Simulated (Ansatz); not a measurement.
(4-methoxyphenyl)phenyliodonium mesylate, `COc1ccc([I+]c2ccccc2)cc1.CS(=O)(=O)[O-]`, relaxed as a singlet with RKS PBE-D4/def2-SVP in Ansatz, starting from the GFN2-xTB geometry. Force threshold 0.03 eV/Å.

In the def2 sets I takes a core potential; there is no spin–orbit coupling. The restricted singlet is unstable towards broken spin symmetry in Hartree–Fock (as tested in another run); at PBE-D4/def2-SVP this wasn't settled. In the singlet geometry the species has come apart into loosely held pieces.

Start:

```xyz
35

C     4.422    3.146    2.455
O     4.474    2.000    1.637
C     3.377    1.211    1.545
C     2.178    1.433    2.219
C     1.121    0.558    2.052
C     1.266   -0.535    1.225
I    -0.405   -1.804    0.911
C    -2.147   -1.983   -0.327
C    -2.074   -2.706   -1.502
C    -3.202   -2.795   -2.304
C    -4.380   -2.173   -1.921
C    -4.438   -1.460   -0.734
C    -3.316   -1.365    0.074
C     2.445   -0.775    0.544
C     3.498    0.097    0.709
H     4.242    2.884    3.503
H     3.654    3.848    2.116
H     5.402    3.612    2.365
H     2.049    2.291    2.859
H     0.180    0.740    2.546
H    -1.146   -3.172   -1.790
H    -3.159   -3.353   -3.227
H    -5.256   -2.244   -2.549
H    -5.357   -0.979   -0.435
H    -3.335   -0.801    0.991
H     2.526   -1.622   -0.118
H     4.429   -0.052    0.185
C    -1.465    0.989   -2.316
S    -0.311    0.554   -0.988
O     0.726    1.545   -0.971
O    -1.130    0.513    0.239
O     0.152   -0.809   -1.318
H    -0.929    0.907   -3.252
H    -2.295    0.296   -2.278
H    -1.795    2.005   -2.148
```

Q: Estimate the energy that the relaxation releases and the steps that it takes.

A: 31.3 kcal/mol, in 50 steps; 2.6 min on 2 threads of AMD EPYC 7R13 on a shared host and a share (18 GiB) of an NVIDIA H100 80GB HBM3. No frequencies were taken in this run, so the end may be a saddle point.

Q: Does the start keep its bonding and symmetry?

A: Bonds lost: I7–S29, I7–O31, I7–O32 (atoms count from 1). The end holds 2 separate pieces.

Q: Predict the relaxed structure.

A: 
| atom | x (Å) | y (Å) | z (Å) |
| --- | --- | --- | --- |
| C1 | 3.395 | 2.311 | 0.120 |
| O2 | 3.691 | 0.924 | 0.334 |
| C3 | 2.753 | 0.179 | 0.943 |
| C4 | 1.587 | 0.725 | 1.519 |
| C5 | 0.586 | -0.118 | 2.005 |
| C6 | 0.791 | -1.499 | 1.930 |
| I7 | -0.943 | -2.700 | 2.163 |
| C8 | -1.594 | -2.501 | 0.093 |
| C9 | -1.763 | -3.669 | -0.660 |
| C10 | -2.066 | -3.501 | -2.023 |
| C11 | -2.147 | -2.212 | -2.578 |
| C12 | -1.955 | -1.076 | -1.778 |
| C13 | -1.693 | -1.205 | -0.400 |
| C14 | 1.967 | -2.082 | 1.423 |
| C15 | 2.963 | -1.226 | 0.954 |
| H16 | 3.419 | 2.875 | 1.077 |
| H17 | 2.392 | 2.444 | -0.339 |
| H18 | 4.186 | 2.689 | -0.551 |
| H19 | 1.352 | 1.804 | 1.485 |
| H20 | -0.365 | 0.345 | 2.315 |
| H21 | -1.656 | -4.673 | -0.226 |
| H22 | -2.210 | -4.392 | -2.653 |
| H23 | -2.354 | -2.097 | -3.653 |
| H24 | -1.964 | -0.052 | -2.182 |
| H25 | -1.587 | -0.278 | 0.208 |
| H26 | 2.100 | -3.172 | 1.367 |
| H27 | 3.894 | -1.625 | 0.528 |
| C28 | -2.230 | 3.584 | -0.462 |
| S29 | -0.981 | 2.387 | 0.086 |
| O30 | 0.084 | 3.224 | 0.744 |
| O31 | -1.731 | 1.483 | 1.056 |
| O32 | -0.519 | 1.663 | -1.148 |
| H33 | -1.750 | 4.276 | -1.178 |
| H34 | -3.057 | 3.033 | -0.947 |
| H35 | -2.595 | 4.132 | 0.425 |
Bond lengths: 12 × C–C 1.39 to 1.42 Å; 3 × O–S 1.50 to 1.52 Å; 2 × C–I 2.12 to 2.18 Å; 2 × C–O 1.34 to 1.43 Å; 1 × C–S 1.81 Å; 15 × C–H 1.10 to 1.11 Å.
